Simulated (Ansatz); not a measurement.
Diatomic Be$_{2}$, closed-shell singlet (the spin of the measured ground state).

D_e counts from the fitted minimum to each atom's lowest state at the same level, without counterpoise. The singlet is restricted.

Frozen-core correlation.

The values were computed with Ansatz (Gaussian orbitals). Values without a source in brackets are computed.

Question: What is the computed bond energy D_e (PBE0/def2-TZVPP)?

Answer: 27 kJ/mol

Question: Estimate the bond energy D_e that CCSD(T)/aug-cc-pVQZ returns for this input.

Answer: 7 kJ/mol

Question: Give the bond energy D_e at the level B97M-V/def2-TZVPP.

Answer: 17 kJ/mol

Doubts at one or more of the structures used: a restricted determinant that unrestricted orbitals would lower (CCSD(T)/aug-cc-pVQZ).

Ansatz is a quantum-chemistry and plane-wave program.
